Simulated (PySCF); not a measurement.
# Radial density of Ga³⁺ (gallium, charge +3)

r2SCAN, [Ar] 3d10, closed-shell 1S. All numbers are calculated (PySCF 2.14, scalar relativity by spin-free X2C-1e, in Sapporo-DKH3-DZP-2012 (6s5p3d1f, 43 functions)).

```csv
r (bohr),4πr²ρ (e/bohr)
0.000957,0.3663
0.00161,0.9052
0.00271,2.194
0.00456,5.067
0.00766,10.99
0.0129,21.17
0.0217,33.21
0.0365,37.80
0.0613,31.24
0.103,35.71
0.174,42.64
0.292,22.92
0.491,26.14
0.826,17.21
1.39,3.002
2.34,0.1700
3.93,0.0003565
```

Densities and radii are taken from the X2C orbitals without a picture-change correction, which distorts them close to the nucleus.
